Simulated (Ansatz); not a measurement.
Ligand exchange: C2H3ClSn + C2H5CdF → C2H3FSn + C2H5CdCl

Species: C2H3ClSn `C#[C][SnH2][Cl]`, singlet; C2H5CdF `C[CH2][Cd][F]`, singlet; C2H3FSn `C#[C][SnH2][F]`, singlet; C2H5CdCl `C[CH2][Cd][Cl]`, singlet. The partners trade Cl for F: Sn–Cl and Cd–F bonds give way to Sn–F and Cd–Cl.

Shapes, held fixed at every level: PBE0-D4/def2-TZVP. Programs: Ansatz 0.2.0. Electronic energies: no zero-point or thermal term.

Estimate ΔE of this reaction.

The highest level, CCSD(T)/def2-TZVPP, gives ΔE = -44.6 kJ/mol; the levels span -47.6 to -37.0. The column of differences is taken from that level and isn't an error. No measured value is set beside it here. For atoms past krypton def2 sets carry core potentials with scalar relativity. Outer-core shells of Cd, Sn are correlated, in sets that cover them unevenly.

| level | kind | ΔE (kJ/mol) | less CCSD(T)/def2-TZVPP |
| --- | --- | --- | --- |
| PBE-D4/def2-TZVPP | GGA | -37.0 | +7.6 |
| r2SCAN-D4/def2-TZVPP | meta-GGA | -42.0 | +2.6 |
| B3LYP-D4/def2-TZVPP | global hybrid | -41.6 | +3.0 |
| BHLYP-D4/def2-TZVPP | global hybrid | -47.6 | -3.0 |
| B2PLYP/def2-TZVPP | double hybrid | -44.0 | +0.6 |
| MP2/def2-TZVPP | perturbation theory | -44.0 | +0.6 |
| CCSD(T)/def2-TZVPP | coupled cluster or CI | -44.6 | 0.0 |
